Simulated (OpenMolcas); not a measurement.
## Br²⁺: Slater's ratio, worked from levels

| Quantity | Value |
| --- | --- |
| Program | OpenMolcas 26.06 |
| Basis | ANO-R2 [6s5p4d2f1g] |
| Scalar Hamiltonian | X2C, finite nucleus |
| Active space | 5 electrons in 9 orbitals (RAS2 4s 4p; RAS3 4d, at most 2 electrons) |
| State averaging | 2S+1 = 4 odd, 1 root; 2S+1 = 2 odd, 11 roots; 2S+1 = 4 even, 3 roots; 2S+1 = 2 even, 9 roots |
| Spin-orbit coupling | state interaction with AMFI integrals over the reference wave functions, term energies averaged over their components |

Methods: RASSCF; MS-RASPT2, IPEA 0.25 Eh, imaginary shift 0.1 Eh (closed shells correlated: 3d).

**Slater's ratio.** With one set of orbitals, p3 has 2D* - 4S* = 9 F2 and 2P* - 2D* = 6 F2 (F2 = F²/25), a ratio of 2/3. Term energies are centres of gravity, weighted by 2J + 1.

| Source | 2D* - 4S* | 2P* - 4S* | F2 from the first | Ratio |
| --- | --- | --- | --- | --- |
| RASSCF | 19965 | 32175 | 2218 | 0.612 |
| MS-RASPT2 | 16526 | 28881 | 1836 | 0.748 |

Energies in cm-1. A ratio away from 2/3 shows effects beyond one configuration with one set of orbitals, and in heavier atoms second-order spin-orbit shifts.

The run also gave levels led by 4s2 4p2 4d, which use shells meant for correlation; these and all levels above them are left out. Only configurations of the active space appear.

* marks odd parity.
